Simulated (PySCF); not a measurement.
**Working out the ionisation energy of Ru⁺**

Ru⁺ [Kr] 4d7 (4F) → Ru²⁺ [Kr] 4d6 (5D). Computed with PySCF 2.14 in def2-TZVP with the def2 core potential (28 electrons), with a scalar-relativistic core potential. Frozen: 4s2 4p6. Energies in hartree (1 hartree = 27.21139 eV):

```json
{"part": "UHF", "Ru⁺ (lower)": "-93.889570", "Ru²⁺ (upper)": "-93.339779"}
{"part": "MP2 opposite-spin", "Ru⁺ (lower)": "-0.065248", "Ru²⁺ (upper)": "-0.031822"}
{"part": "MP2 same-spin", "Ru⁺ (lower)": "-0.048957", "Ru²⁺ (upper)": "-0.045368"}
```

Problem. What does Hartree-Fock give?

Solution. (-93.339779) − (-93.889570) = 0.549791 hartree = 14.961 eV.

Problem. What do MP2 and SCS-MP2 (6/5 opposite-spin, 1/3 same-spin) give?

Solution. The opposite-spin parts differ by 0.910 eV and the same-spin parts by 0.098 eV. MP2: 14.961 + (0.910) + (0.098) = 15.969 eV. SCS-MP2: 14.961 + 1.2 × (0.910) + (0.098)/3 = 16.086 eV.

Reference: 16.76 ± 0.06 eV (semi-empirical (NIST evaluation); NIST Atomic Spectra Database, ionization energies), between the lowest levels; spin-orbit coupling is absent from the calculation.

What remains against the reference includes basis incompleteness, the frozen core and correlation beyond second order.
